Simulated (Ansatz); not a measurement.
Computed with Ansatz on PBE0-D4/def2-TZVP structures; ΔE is electronic, products minus reactants. CCSD(T)/CBS adds triple-zeta CCSD(T) − MP2 to the extrapolated MP2 energy (def2 sets, frozen cores). This one scheme is used for every species. DFT in def2-TZVPP. One conformer a species, not always the lowest.

Reaction (cleavage of the Si–Al bond): `C=[CH][AlH][SiH2]Cl` + `CO[SiH2]N` → `CO[SiH2]N[SiH2]Cl` + `C=[CH][AlH2]`

`C=[CH][AlH][SiH2]Cl`:

```xyz
11

C     1.468    0.806   -1.208
C     0.172    0.855   -1.536
Al   -1.199    0.094   -0.402
Si   -0.655   -1.010    1.735
Cl    1.380   -1.035    2.170
H     1.814    0.339   -0.290
H     2.247    1.231   -1.840
H    -0.077    1.346   -2.477
H    -2.736    0.151   -0.807
H    -1.099   -2.433    1.761
H    -1.316   -0.345    2.894
```

`CO[SiH2]N`:

Z-matrix (Å, degrees):
```
C
O 1 1.406
H 1 1.096 2 111.5
H 1 1.097 2 111.6 3 121.4
H 1 1.092 2 108.5 3 -119.3
Si 2 1.645 1 122.7 3 -65.4
N 6 1.706 2 116.5 1 62.3
H 6 1.489 2 109.1 1 -56.3
H 6 1.479 2 103.1 1 -177.3
H 7 1.005 6 122.3 2 -93.4
H 7 1.006 6 123.2 2 68.6
```

`CO[SiH2]N[SiH2]Cl`:

Cartesian coordinates in Å:
```
C 0.569 0.029 2.119
O -0.080 0.991 1.317
Si 0.352 1.326 -0.224
N 0.289 -0.054 -1.267
Si -1.086 -0.999 -1.639
Cl -1.303 -2.619 -0.376
H 1.640 0.243 2.213
H 0.122 0.059 3.114
H 0.443 -0.978 1.710
H 1.758 1.806 -0.296
H -0.624 2.347 -0.657
H 1.183 -0.429 -1.549
H -2.284 -0.151 -1.464
H -0.979 -1.570 -3.000
```

`C=[CH][AlH2]`:

Z-matrix (Å, degrees):
```
C
C 1 1.337
H 1 1.089 2 123.0
H 1 1.089 2 121.7 3 180.0
Al 2 1.938 1 119.6 3 -180.0
H 2 1.090 1 116.7 3 -0.0
H 5 1.588 2 122.1 1 179.9
H 5 1.588 2 116.8 1 -0.1
```

| level | ΔE (kJ/mol) |
| --- | --- |
| ωB97M-V | -74.9 |
| SCS-MP2/def2-TZVPP | -78.8 |
| HF/def2-QZVPP | -81.5 |
| HF/CBS(def2) | -81.7 |

(1) What does CCSD(T)/CBS give? (Estimate.)

Largest T1 diagnostic among the species: 0.011.

Answers

(1) The calculation gave: -69.1 kJ/mol. The listed levels differ from it by -5.8, -9.7, -12.4, -12.6 kJ/mol.

The D4 term adds −6.5 kJ/mol with B3LYP and −3.6 kJ/mol with PBE0; it sums over pairs of atoms, weighted by their polarisabilities, and B3LYP, whose exchange is more repulsive, gets the larger term. From PBE to PBE0 (25 % exact exchange), in def2-TZVPP and without D4, ΔE moves by −6.6 kJ/mol.

B3LYP here is the variant with VWN-RPA as its local correlation; programs differ in this.
